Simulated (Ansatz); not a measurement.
Start from `C1C[SiH2]1` and change one atom or group to get `BC1C[SiH2]1`.

Ansatz, PBE0-D4/def2-TZVP geometries, multiplicity 1. 

| property | `C1C[SiH2]1` |
| --- | --- |
| HOMO energy (B3LYP/def2-TZVPP) / eV | -6.71 |
| HOMO–LUMO gap (B3LYP/def2-TZVPP) / eV | 6.78 |
| HOMO energy (ωB97M-V/def2-TZVPP) / eV | -9.09 |
| LUMO energy (B3LYP/def2-TZVPP) / eV | 0.07 |
| zero-point energy (PBE0-D4/def2-TZVP) / kJ/mol | 182.5 |
| LUMO energy (ωB97M-V/def2-TZVPP) / eV | 1.93 |

Give the same properties after the change, and the shifts. (Estimate.)

Ansatz gave: 
| property | `BC1C[SiH2]1` | shift |
| --- | --- | --- |
| HOMO energy (B3LYP/def2-TZVPP) / eV | -7.00 | -0.29 |
| HOMO–LUMO gap (B3LYP/def2-TZVPP) / eV | 6.55 | -0.23 |
| HOMO energy (ωB97M-V/def2-TZVPP) / eV | -9.30 | -0.21 |
| LUMO energy (B3LYP/def2-TZVPP) / eV | -0.45 | -0.52 |
| zero-point energy (PBE0-D4/def2-TZVP) / kJ/mol | 214.3 | 31.8 |
| LUMO energy (ωB97M-V/def2-TZVPP) / eV | 1.43 | -0.50 |

With PBE0 the HOMO falls by 0.31 eV and the LUMO falls by 0.55 eV, so the gap narrows by about 0.24 eV. PBE moves the HOMO by -0.43 eV and ωB97M-V by -0.21 eV. The zero-point energy changes by 31.8 kJ/mol with +6 modes.

B3LYP here is the variant with VWN-RPA as its local correlation; programs differ in this.
